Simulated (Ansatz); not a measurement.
Reaction (isomerisation): `CCB(C)[SiH3]` → `B[Si](C)(C)C`

Computed with Ansatz on PBE0-D4/def2-TZVP structures; ΔE is electronic, products minus reactants. CBS: MP2 limit from def2 TZ/QZ plus the TZ coupled-cluster correction, frozen cores. One conformer a species, not always the lowest.

| species | CCSD/CBS(def2) energy (Eh) |
| --- | --- |
| `CCB(C)[SiH3]` | -434.61150 |
| `B[Si](C)(C)C` | -434.62181 |

Q: Work out ΔE.

A: ΔE = (-434.62181) − (-434.61150) = -0.01031 Eh = -0.28 eV. CCSD(T)/CBS gives -0.27 eV.

Largest T1 diagnostic among the species: 0.011.

From PBE to PBE0 (25 % exact exchange), in def2-TZVPP and without D4, ΔE moves by −0.04 eV.
